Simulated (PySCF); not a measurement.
# SeF: a composite coupled-cluster calculation

State: ²Π, doublet, unpaired electrons π ↑. De refers to Se + F. ROHF-based CCSD(T) in PySCF 2.14 with Se cc-pVTZ-PP with ECP10, F cc-pVTZ and Se cc-pVQZ-PP with ECP10, F cc-pVQZ (frozen core orbitals: 10; scalar-relativistic core potentials). Correlation energies are extrapolated as n⁻³ (n = 3, 4), Hartree–Fock as (n+1)·exp(−9√n). CV is the change on freezing 4 orbitals instead, in Se cc-pwCVTZ-PP with ECP10, F cc-pwCVTZ.

| Level | Re (Å) | ωe (cm⁻¹) | ωexe (cm⁻¹) | αe (cm⁻¹) | De (eV) |
| --- | --- | --- | --- | --- | --- |
| CCSD(T)/TZ | 1.7466 | 693.2 | 3.38 | 0.00246 | 3.151 |
| CCSD(T)/QZ | 1.7423 | 696.5 | 3.29 | 0.00244 | 3.360 |
| HF/CBS | 1.7068 | 757.9 | 2.95 | 0.00229 | 1.480 |
| MP2/CBS | 1.7401 | 703.4 | 3.00 | 0.00236 | 3.700 |
| CCSD/CBS | 1.7317 | 717.0 | 3.07 | 0.00236 | 3.254 |
| CCSD(T)/CBS | 1.7412 | 698.0 | 3.22 | 0.00242 | 3.460 |
| CCSD(T)/CBS+CV | 1.7369 | 699.3 | 3.24 | 0.00243 | 3.445 |

Question: How much is left between CCSD(T)/QZ and the basis-set limit, and how much do the triples give at the limit?

Answer: CCSD(T)/CBS less CCSD(T)/QZ: -1.1 mÅ in Re, +1.5 cm⁻¹ in ωe and +0.100 eV in De. CCSD(T)/CBS less CCSD/CBS: +9.5 mÅ in Re, -19.0 cm⁻¹ in ωe and +0.206 eV in De.

Question: What do the later terms add?

Answer: CV: -4.3 mÅ in Re, +1.3 cm⁻¹ in ωe and -0.015 eV in De, each against the row above.

The T1 diagnostic is 0.022. The state was picked by a PBE0 search and need not be the measured ground state. Spin–orbit coupling, excitations beyond (T) and corrections to the Born–Oppenheimer picture are left out.

The whole job (state search and all basis sets along the bond) took about 46 min on 4 threads of Arm Neoverse V1 (shared host), peak memory 12 GiB.
